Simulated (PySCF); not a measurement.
Two species compared at the same levels of theory.

First species: GeMe(SiH3)3, CH12GeSi3.
InChI=1S/CH12GeSi3/c1-2(3,4)5/h1,3-5H3

Second species: C4H3NO3.
SMILES: `O=COc1cnoc1`

Levels: CAM-B3LYP/def2-SVPD for dipole moment, HOMO energy, LUMO energy, HOMO–LUMO gap, static isotropic polarisability and electronic spatial extent ⟨r²⟩ about the centre of nuclear charge; TDDFT CAM-B3LYP/def2-SVPD for lowest singlet excitation; PBE0-D3(BJ)/def2-SVP for rotational constant A and rotational constant C. Geometries: PBE0-D3(BJ)/def2-SVP. Each species is one conformer at its optimised geometry, gas phase, non-relativistic unless stated; the electronic structure was computed with PySCF and density fitting.

Dipoles, sizes and rotational constants follow the conformer. The torsions of the flexible species, by atom-mapped SMILES:
- `[O:1]=[CH:2][O:3][c:4]1[cH:5][n:6][o:7][cH:8]1`: O1–C2–O3–C4 0°, C2–O3–C4–C5 180°

Task: Which of the two has the higher static isotropic polarisability, and by how much?

Result: The first: 139.4 au against 60.2 au, a difference of 79.2 au.

Task: Which of the two has the higher dipole moment, and by how much?

Result: The second: 3.08 D against 0.85 D, a difference of 2.23 D.

Task: Which of the two has the higher HOMO–LUMO gap, and by how much?

Result: The first: 9.54 eV against 9.19 eV, a difference of 0.35 eV.

Task: Which has the higher rotational constant C?

Result: The second: 1.228 GHz against 1.016 GHz, a difference of 0.212 GHz.

Task: Which of the two has the higher S1 energy, and by how much?

Result: The first: 6.57 eV against 5.82 eV, a difference of 0.75 eV.

Task: Which has the higher ⟨r²⟩?

Result: The first: 1478 bohr² against 875 bohr², a difference of 603 bohr².

Task: Which of the two has the higher HOMO energy, and by how much?

Result: The first: -8.86 eV against -9.11 eV, a difference of 0.25 eV.

Task: Which of the two has the higher rotational constant A, and by how much?

Result: The second: 6.115 GHz against 1.347 GHz, a difference of 4.768 GHz.

On the first: No computed singlet falls in the visible range (750 to 380 nm, 1.65 to 3.26 eV); S1 lies 3.31 eV above its blue end. The polarisability is 20.65 Å³ as a volume (1 au = 0.148185 Å³), or 1.51 au for each of the 92 electrons. The calculation is non-relativistic and has no spin–orbit coupling, an omission that weighs most on germanium.

On the second: The polarisability is 8.92 Å³ as a volume (1 au = 0.148185 Å³), or 1.04 au for each of the 58 electrons. In wavenumbers S1 is 46900 cm⁻¹ (1 eV = 8065.54 cm⁻¹).
